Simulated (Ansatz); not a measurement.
Geometry optimisation, UKS PBE0/def2-SVP in Ansatz 0.2.0.

Input file:

```yaml
crystal:
  periodic: [false, false, false]
  atoms:
    - { symbol: Si, position_ang: [0.020065, 0.046903, -0.055964] }
    - { symbol: Cl, position_ang: [0.330651, 0.062646, 2.009388] }
    - { symbol: F, position_ang: [1.440116, -0.002447, -0.782918] }
    - { symbol: Cl, position_ang: [-1.004462, 1.669989, -0.674508] }
    - { symbol: F, position_ang: [-0.781039, -1.276001, -0.45159] }
    - { symbol: O, position_ang: [-0.209648, 0.023258, 4.749707] }
    - { symbol: H, position_ang: [-0.562783, -0.884747, 4.694685] }
magnetization:
  spin_polarized: true
  initial_magnetization: 1
basis:
  gaussian: { orbitals: def2-SVP }
hamiltonian:
  xc: pbe0
relax:
  f_tol: 0.03
  max_steps: 50
```

Launched with:

```bash
$ ansatz run input.yaml --threads 4 --pin off --max-ram 5120MiB --backend cpu --events-out ev --progress --plain --runs-dir out
```

Task: Where does it end, and by what steps?

Result: It converged. The force dipped under the threshold on the way, but the program's further checks kept it going. After 9 steps the energy has fallen by 0.065 eV; O6 moved furthest, 0.32 Å.

```
step  energy less start (eV)  largest force component (eV/Å)  accepted
   0                  0.0000                           1.332       yes
   1                 -0.0559                           0.294       yes
   2                 -0.0604                           0.262       yes
   3                 -0.0615                           0.258       yes
   4                 -0.0628                           0.137       yes
   5                 -0.0641                           0.092       yes
   6                 -0.0607                           0.419        no
   7                 -0.0648                           0.011       yes
   8                 -0.0650                           0.101       yes
   9                 -0.0652                           0.019       yes
```

```xyz
7
Properties=species:S:1:pos:R:3
Si 0.010 0.074 -0.127
Cl 0.139 0.165 1.884
F 1.477 0.002 -0.757
Cl -0.968 1.664 -0.899
F -0.753 -1.266 -0.549
O -0.037 -0.113 4.987
H -0.635 -0.885 4.950
```

Whether the end is a true minimum wasn't checked by a vibrational analysis.

Time of the run: 2.3 min on 4 threads of AMD EPYC 7R43 64-Core Processor (Zen 3) (shared host), peak memory 0.39 GiB.
